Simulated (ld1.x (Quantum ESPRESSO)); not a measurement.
**Scattering properties, ultrasoft potential for Cl (Z = 17)**

- Element: Cl
- Generator: ld1.x (Quantum ESPRESSO) 7.5
- Type: ultrasoft
- Functional: PBE
- Relativity: non-relativistic
- Frozen core: [Ne]
- Valence charge: 7
- Reference configuration: 3s2 3p5
- Partial waves: 3s (bound): rcut 1.25, rcutus 1.50 bohr; 3s channel at -1.2 Ry: rcut 1.25, rcutus 1.50 bohr; 3p (bound): rcut 1.10, rcutus 1.64 bohr; 3p channel at 0.1 Ry: rcut 1.10, rcutus 1.64 bohr; 3d channel at -0.1 Ry: rcut 1.35, rcutus 1.75 bohr; 3d channel at 2.25 Ry: rcut 1.35, rcutus 1.75 bohr
- Local potential: all-electron potential smoothed inside 1.70 bohr (lloc = -2)
- Core correction: none
- Augmentation charge: PSQ, radius 1.05 bohr

The phase is arctan(r·u′/u) with u = r·R(r), unwrapped; energies in Ry, scanned from -4 to 5 Ry. A pole is an energy at which the radial function vanishes at the test radius. The pseudo phase is shifted by a multiple of π to meet the all-electron one at the reference energy, and phase errors are pseudo minus all-electron; the curves can meet again beyond the range given. Levels narrower than the energy grid can be missing from the lists of poles.

```csv
channel,radius (bohr),reference energy (Ry),"poles, all-electron","poles, pseudo",unbroken range about the reference energy with phases within 0.05 rad,phase error 1 Ry above the reference energy (rad)
s,1.91,-1.51,0.17,0.17,the whole range,-0.000
p,1.91,-0.63,1.44,1.44,the whole range,+0.000
d,1.91,-0.10,2.98,2.98,the whole range,+0.000
```

Phases in the p channel:

```csv
E (Ry),all-electron,pseudo
-4.00,1.250,1.250
-3.52,1.215,1.215
-3.04,1.166,1.166
-2.56,1.093,1.093
-2.08,0.970,0.970
-1.60,0.729,0.729
-1.12,0.174,0.174
-0.64,-0.668,-0.668
-0.16,-1.148,-1.148
0.32,-1.362,-1.362
0.80,-1.477,-1.477
1.28,-1.551,-1.551
1.76,-1.606,-1.606
2.24,-1.651,-1.651
2.72,-1.692,-1.692
3.20,-1.732,-1.732
3.68,-1.775,-1.775
4.16,-1.825,-1.825
4.64,-1.889,-1.888
```
